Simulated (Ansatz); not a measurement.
Reaction (formal exchange of groups at the Si–C bond): `B[SiH2][CH2][AlH][CH3]` + `C=O` → `B[SiH2]C=O` + `[CH3][AlH][CH3]`

Calculated with Ansatz (gas phase, PBE0-D4/def2-TZVP geometries, no zero-point term in ΔE). CCSD(T)/CBS adds triple-zeta CCSD(T) − MP2 to the extrapolated MP2 energy (def2 sets, frozen cores). This one scheme is used for every species. Each species was taken in one conformer, which may not be the lowest.

| level | ΔE (eV) |
| --- | --- |
| HF/def2-QZVPP | 0.12 |
| MP2/def2-QZVPP | 0.36 |

What does CCSD(T)/CBS give? (Estimate.)

Computed: +0.30 eV. The listed levels differ from it by -0.18, 0.06 eV.

Largest T1 diagnostic among the species: 0.016.

From PBE to PBE0 (25 % exact exchange), in def2-TZVPP and without D4, ΔE moves by +0.09 eV. The D4 term adds +0.14 eV with B3LYP and +0.08 eV with PBE0; it sums over pairs of atoms, weighted by their polarisabilities, and B3LYP, whose exchange is more repulsive, gets the larger term.

B3LYP here is the variant with VWN-RPA as its local correlation; programs differ in this.
